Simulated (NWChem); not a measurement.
# C2H8OSi; SMILES C[SiH](C)O

```xyz
12

Si     0.1010    -0.0002     0.3415
C     -0.8440    -1.5442    -0.1898
C     -0.8401     1.5462    -0.1901
O      1.6753    -0.0022    -0.2377
H      0.2743    -0.0002     1.8178
H     -0.9903    -1.5853    -1.2767
H     -0.3145    -2.4553     0.1112
H     -1.8384    -1.5673     0.2742
H     -0.3082     2.4560     0.1106
H     -0.9863     1.5874    -1.2770
H     -1.8344     1.5719     0.2739
H      1.7794    -0.0027    -1.1992
```
Atoms are numbered in this order, from 1.

Program: NWChem. Pople sets run with spherical d functions. All runs use the structure optimised with B3LYP/6-31G* (spherical d). Level: PBE/6-31G* with SMD (1 M gas to 1 M solution), gas-phase geometry. Reactions with the solvent are ignored.

Problem. Among these, which solvent gives the highest value of “cavity-dispersion-structure term (kcal/mol)”?
A. ethanol
B. benzene
C. acetone
D. water

Solution. D, water. Values: benzene -1.0; acetone -0.4; ethanol 0.8; water 4.0
